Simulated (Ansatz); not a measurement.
Calculated with Ansatz (gas phase, PBE0-D4/def2-TZVP geometries, no zero-point term in ΔE). CCSD(T)/CBS is the MP2 limit (def2-TZVPP, def2-QZVPP) plus CCSD(T) − MP2 in def2-TZVPP, frozen cores. This one scheme is used for every species. DFT in def2-TZVPP. B3LYP here is the variant with VWN-RPA as its local correlation; programs differ in this. For Ga outer-core shells are correlated without core-valence functions, which leaves a few kJ/mol of doubt a bond. Scalar relativity is left out up to krypton.

Consider the formal exchange of groups at a Ga–Cl bond: `[Cl][GaH][Cl]` + CH₄ → `[CH3][GaH][Cl]` + HCl.

`[Cl][GaH][Cl]`:

```xyz
4

Cl    0.331   -1.547   -1.280
Ga   -0.100   -0.033    0.152
Cl    0.703    1.887   -0.294
H    -0.934   -0.307    1.422
```

CH₄:

Z-matrix (Å, degrees):
```
C
H 1 1.090
H 1 1.090 2 109.5
H 1 1.090 2 109.5 3 -120.0
H 1 1.090 2 109.5 3 120.0
```

`[CH3][GaH][Cl]`:

Cartesian coordinates in Å:
```
C -0.730 -0.284 -0.554
Ga 0.628 0.439 0.648
Cl 2.551 -0.546 0.616
H -1.622 -0.564 0.010
H -0.352 -1.157 -1.086
H -1.027 0.476 -1.281
H 0.552 1.635 1.646
```

HCl:

```xyz
2

Cl    0.584    0.257    0.041
H    -0.584   -0.257   -0.041
```

| level | ΔE (kJ/mol) | difference from CCSD(T)/CBS |
| --- | --- | --- |
| LDA (SPW92) | 119.5 | -5.4 |
| r2SCAN-D4 | 133.4 | 8.5 |
| CAM-B3LYP-D4 | 130.2 | 5.3 |
| ωB97M-V | 128.9 | 4.0 |
| PBE-QIDH | 131.4 | 6.5 |
| PBE | 126.0 | 1.1 |
| BLYP | 130.0 | 5.1 |
| PBE0 | 129.4 | 4.5 |
| B3LYP | 132.3 | 7.4 |
| r2SCAN0 | 134.8 | 9.9 |
| RPA@PBE/def2-TZVPP | 121.4 | -3.5 |
| CCSD/def2-SVP | 140.4 | 15.5 |
| MP2/def2-TZVPP | 128.1 | 3.2 |
| SCS-MP2/def2-QZVPP | 129.3 | 4.4 |
| MP2/CBS(def2) | 126.9 | 2.0 |
| CCSD/CBS(def2) | 125.9 | 1.0 |
| CCSD(T)/CBS | 124.9 | 0 |

Largest T1 diagnostic among the species: 0.011.

From PBE to PBE0 (25 % exact exchange), in def2-TZVPP and without D4, ΔE moves by +3.4 kJ/mol. In def2-TZVPP, CCSD(T) changes the Hartree–Fock value by −22.3 kJ/mol (the triples alone add −1.0 kJ/mol) and MP2 by −20.4 kJ/mol. At CCSD(T), def2-SVP lies +15.0 kJ/mol from the extrapolated value and def2-TZVPP +1.2 kJ/mol.
